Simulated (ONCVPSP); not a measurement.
**dysprosium: one change to an ONCV potential, before and after**

* Element: dysprosium (Dy)
* Generator: ONCVPSP 4.0.1
* Type: optimised norm-conserving Vanderbilt (ONCV)
* Functional: PBEsol
* Relativity: scalar-relativistic
* Frozen core: [Kr] 4d10 4f9
* Valence charge: 11
* Reference configuration: 5s2 5p6 5d1 6s1 6p1
* Partial waves: 5s+6s: rc 1.85 bohr, ncon 3, nbas 7, qcut 4.9 1/bohr, 2 projectors; 5p+6p: rc 3.00 bohr, ncon 5, nbas 8, qcut 3.9 1/bohr, 2 projectors; 5d: rc 1.85 bohr, ncon 5, nbas 10, qcut 4.5 1/bohr, local
* Local potential: the d channel
* Core correction: Teter function, fcfact 3.25, rcfact 1.8

Change: core correction Teter function, fcfact 3.25, rcfact 1.36.

Cutoffs: the cutoffs (Ha) at which the residual kinetic energy of the hardest occupied pseudo-wave falls to 1 and 0.1 mHa per electron; they do not see the model core or the augmentation charge, which bear on the density cutoff. Errors are all-electron minus pseudo energies relative to the spin-unpolarised reference configuration.

Problem. Predict the effect on cutoff, ghosts and configuration errors.

Solution. The potential gets neither clearly harder nor softer (10 Ha and 26 Ha → 10 Ha and 26 Ha); of the 4 tests that both files solve, the error grows in 0 and shrinks in 3 by more than 15 % and 0.3 meV (median size 5.7 → 1.3 meV); neither file shows a bound ghost. A model core, the more so a compact one, raises the density cutoff, which this test does not measure.

```csv
quantity,base,changed
"cutoff, loose",10 Ha,10 Ha
"cutoff, tight",26 Ha,26 Ha
bound ghosts,none,none
GHOST(+) flags under 300 eV,none,none
"error for 5s2 5p6 5d1 6s2 6p0, meV [ΔE -3.05 eV]",-1.6,+1.4
"error for 5s2 5p6 5d1 6s1 6p0, meV [ΔE 3.82 eV]",-2.0,-1.2
"error for 5s2 5p6 5d1 6s0 6p0, meV [ΔE 16.20 eV]",-24,+5.2
"error for 5s2 5p6 5d1 6s0 6p1, meV [ΔE 7.60 eV]",-9.3,-0.7
s: phases at 1.87 bohr within 0.05 rad from the reference energy up to (Ha; the scan ends near 5),1.4,1.4
p: phases at 3.04 bohr within 0.05 rad from the reference energy up to (Ha; the scan ends near 5),2.7,2.7
d: phases at 1.87 bohr within 0.05 rad from the reference energy up to (Ha; the scan ends near 5),3.4,3.4
"rms error of d²Exc/dni dnj with the model core, mHa",1.68,1.01
```
